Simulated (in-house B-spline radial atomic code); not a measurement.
Atomic self-consistent-field run: Ga III (Ga2+) (an excited or competing configuration). Method: Dirac-Hartree-Fock, average of configuration, Fermi nucleus of rms radius 3.9973 fm. Calculated with a radial B-spline atomic code at the basis-set limit.

Command:
```bash
python run_scf.py task.json out
```
Settings (nuclear radius in fm, mass in u):
```
Z                31
configuration    [Ne] 3s2 3p5 3d10 4s1 7f1
hamiltonian      dirac
method           hf
spin_polarised   False
nucleus          fermi
rms_radius       3.9973
atomic_mass      68.92557
speed_of_light   137.035999084
```

Output (hartree, bohr):
```
 radial grid: 91 intervals, B-splines of order 8, outer radius 102 bohr

 iter        energy (Eh)    residual
    1      -1934.0964066    4.45e-01
    2      -1935.3847480    2.70e-01
    3      -1936.6743372    3.61e-02
    4      -1936.7040518    5.14e-03
    5      -1936.7047221    3.28e-03
    6      -1936.7049419    5.36e-04
    7      -1936.7049478    8.09e-05
    8      -1936.7049479    4.12e-06
    9      -1936.7049479    5.48e-07
   10      -1936.7049479    1.08e-08

 total energy                    -1936.704948
 kinetic                           1976.17800
 electron-nucleus                 -4634.51464
 electron-electron                  721.63169

 first-order corrections (not in the total)
   Gaunt                            0.93305
   retardation                     -0.08580
   frequency dependence            -0.00317
   self-energy                      0.62819
   Uehling                         -0.05891
   Wichmann-Kroll                   0.00050
   recoil                           0.01149

 orbital      occ     eigenvalue          <r>       <r^2>       <1/r>     <1/r^3>       <r^4>       r_max    small
 1s1/2      2.000     -385.71705    0.0485707  0.00317465     31.3093           - 2.59961e-05     0.03179  1.26e-02
 2s1/2      2.000      -50.97276     0.216604   0.0554056     6.91847           -  0.00534321       0.182  2.44e-03
 2p1/2      2.000      -45.11805     0.188361   0.0436042     6.83889           -  0.00387876      0.1446  2.40e-03
 2p3/2      4.000      -44.08825     0.191811   0.0450894      6.6669     857.979  0.00412244      0.1475  2.35e-03
 3s1/2      2.000       -8.06123     0.645783    0.480104     2.20042           -    0.368846      0.5628  5.47e-04
 3p1/2      1.667       -6.19199     0.663262    0.516283      2.0797           -    0.456274       0.561  5.03e-04
 3p3/2      3.333       -6.04850      0.67259    0.530734     2.04132     115.291    0.481918      0.5688  4.92e-04
 3d3/2      4.000       -2.69844     0.740518    0.685886     1.73635     12.8242     1.04192       0.529  3.74e-04
 3d5/2      6.000       -2.67827      0.74489    0.693972     1.72565     12.4975     1.06636      0.5318  3.70e-04
 4s1/2      1.000       -1.54442      1.94119      4.2467    0.666517           -      27.109       1.706  7.54e-05
 7f5/2      0.429       -0.09263      22.2555     560.204   0.0626766  0.00229502      416562       24.91  2.57e-06
 7f7/2      0.571       -0.09263      22.2548     560.168   0.0626817  0.00229652      416512       24.91  2.57e-06
```

Cost of the run: 5.9 s on 1 thread of Arm Neoverse N1 (shared host).

For the Dirac Hamiltonian the kinetic term is c α·p + (β - 1)c².
